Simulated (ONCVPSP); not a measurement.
**bismuth: variants of one ONCV potential**

Base potential:

- Element: bismuth
- Generator: ONCVPSP 4.0.1
- Type: optimised norm-conserving Vanderbilt (ONCV)
- Functional: revPBE
- Relativity: scalar-relativistic
- Frozen core: [Xe] 4f14 5d10
- Valence charge: 5
- Reference configuration: 6s2 6p2.75 (charge +0.25)
- Partial waves: 6s: rc 1.65 bohr, ncon 5, nbas 10, qcut 3.5 1/bohr, 2 projectors, debl 3.4 Ha; 6p: rc 2.30 bohr, ncon 4, nbas 7, qcut 3.7 1/bohr, 1 projector
- Local potential: polynomial inside 1.60 bohr (lpopt 4, dvloc0 3 Ha)
- Core correction: none

All-electron outer shells of the reference configuration (revPBE, scalar-relativistic, ld1.x):

```tsv
shell	level (eV)	outermost node (bohr)	outermost maximum (bohr)
5p	-97.71	0.48	0.86
5d	-28.94	0.51	1.03
6s	-16.20	0.98	1.86
6p	-6.12	1.14	2.44
```

Cutoffs, loose and tight: the cutoffs (Ha) at which the residual kinetic energy of the hardest occupied pseudo-wave falls to 1 and 0.1 mHa per electron. They do not see the model core or the augmentation charge, which bear on the density cutoff. Test errors are all-electron minus pseudo excitation energies from the reference, over the configurations 6s2 6p3; 6s2 6p2; 6s2 6p1; 6s1 6p0. A dash means not determined; rows that change the core or the reference have their own tests.

| change | outcome | cutoff, loose | cutoff, tight | bound ghosts | GHOST(+) flags above zero | largest test error (meV) |
| --- | --- | --- | --- | --- | --- | --- |
| base | generated | 94 Ha | 111 Ha | none | s | -20 |
| p: qcut 2.4 | generated | 94 Ha | 111 Ha | none | s | -44 |
| p: qcut 2.9 | generated | 94 Ha | 111 Ha | none | s | -36 |
| p: qcut 3.3 | generated | 94 Ha | 111 Ha | none | s | -27 |
| p: qcut 4 | generated | 94 Ha | 111 Ha | none | s | -20 |
| p: qcut 4.5 | generated | 94 Ha | 111 Ha | none | s | -19 |
| p: qcut 4.8 | generated | 94 Ha | 111 Ha | none | s | -19 |
| p: qcut 5.5 | generated | 94 Ha | 111 Ha | none | s | -19 |

Reading the sweep of the qcut of the p channel (base included, trends over the rows without a ghost): The loose cutoff stays near 94 Ha. The median size of the test errors (rows with all tests solved) is not monotonic: lowest 5.4 meV at 4.8 1/bohr, highest 13.3 meV at 2.4 1/bohr.
